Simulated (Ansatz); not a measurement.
CH₅BOSSi (`OC1BS[SiH2]1`), relaxed with RKS PBE0-D4/def2-TZVP in Ansatz 0.2.0 from a PBE-D4/def2-SVP geometry. The force threshold is 0.005 eV/Å; the program also tests the step.

Charge 0, multiplicity 1.

Start:

```xyz
10

O     0.653    0.251    1.769
C     0.015   -0.266    0.627
B     0.907   -1.030   -0.433
S     0.148   -0.805   -2.077
Si   -0.695    0.785   -0.832
H    -0.032    0.581    2.379
H    -0.803   -1.002    0.857
H     1.949   -1.626   -0.257
H    -2.176    1.032   -0.992
H     0.033    2.082   -1.041
```

(1) By how much does the energy fall, and how many steps does the optimiser take? (Best estimate.)

(2) Which bonds change most? (An estimate is asked.)

(3) Give the relaxed structure. (An estimate is asked.)

Results:

(1) The calculation gave: 1.02 kcal/mol, in 6 steps.

(2) The calculation gave: S4–Si5 from 2.188 to 2.152 Å; C2–Si5 from 1.934 to 1.904 Å; B3–H8 from 1.213 to 1.192 Å; Si5–H9 from 1.510 to 1.490 Å.

(3) Computed: 
```xyz
10

O     0.634    0.236    1.766
C     0.011   -0.267    0.612
B     0.906   -1.027   -0.433
S     0.143   -0.785   -2.059
Si   -0.679    0.774   -0.824
H    -0.033    0.611    2.345
H    -0.793   -0.992    0.840
H     1.926   -1.618   -0.259
H    -2.144    1.005   -0.964
H     0.030    2.062   -1.024
```
